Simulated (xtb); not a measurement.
Input for xtb: GFN2-xTB on HCl (SMILES Cl).

```
$ xtb mol.xyz --gfn 2 --sp --chrg 0 --uhf 0
2

Cl     0.00000000     0.00000000     0.64100795
H     -0.00000000    -0.00000000    -0.64100795
```

### Question
Give the final energy of this run.

### Answer
-5.0528 hartree.
